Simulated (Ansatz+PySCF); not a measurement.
Two shapes of singlet H3(+).

Shape 1:

```xyz
3

H     0.5222    0.0000    0.0000
H    -0.2611    0.4523    0.0000
H    -0.2611   -0.4523    0.0000
```

Shape 2:

```xyz
3

H     0.5640    0.0000    0.0000
H    -0.2820    0.4884    0.0000
H    -0.2820   -0.4884    0.0000
```

Basis set: def2-SVP (spherical functions). All electrons are correlated. Charge 1, multiplicity 1.

Computed with Ansatz (development build ahead of 0.2.0); each method stands on the lowest determinant of its kind that the runs found.

(1) Which shape is lower in energy, and by how much in each method?

Results:

(1)

| method | E(2) − E(1) (eV) |
| --- | --- |
| UHF | 0.160 |
| UHF-MP2 | 0.140 |
| RHF-CCSD | 0.125 |
| UHF-CCSD | 0.125 |
| RHF-CCSD(T) | 0.125 |

Shape 1 is lower. Caution for UHF-MP2, RHF-CCSD, UHF-CCSD, RHF-CCSD(T): bonds are stretched, where a single reference can fail.
